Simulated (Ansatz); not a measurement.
H2AlS, SMILES `[AlH-][SH]` (lower singlet; H–Al–S–H torsion 0°) (charge -1, multiplicity 1). This singlet lies 1.09 eV below the relaxed triplet at the level frozen-core CCSD(T)/aug-cc-pVTZ // B3LYP-D3(BJ)/def2-TZVPD (Ansatz, an electronic-structure program).

Z-matrix (Å, degrees):
```
S
H 1 1.3447
Al 1 2.3865 2 101.10
H 3 1.6870 1 94.18 2 0.18
```
Charge -1, spin multiplicity 1.

Frozen-core energies in aug-cc-pVDZ from Ansatz at a geometry from B3LYP-D3(BJ)/def2-TZVPD; the HF reference has <S^2> = 0.00 (restricted, and unstable towards unrestricted orbitals) and the T1 diagnostic is 0.016.

```
level    energy (Ha)
-------  -----------
HF        -640.64552
MP2       -640.86691
CCSD      -640.90208
CCSD(T)   -640.91096
```

Estimate the energies of CCSDT and CCSDT(Q), and give each level's difference from CCSDT(Q).


```csv
level,energy (Ha),difference from CCSDT(Q) (mHa)
MP2,-640.86691,45.77
CCSD,-640.90208,10.60
CCSD(T),-640.91096,1.72
CCSDT,-640.91202,0.66
CCSDT(Q),-640.91268,0.00
```
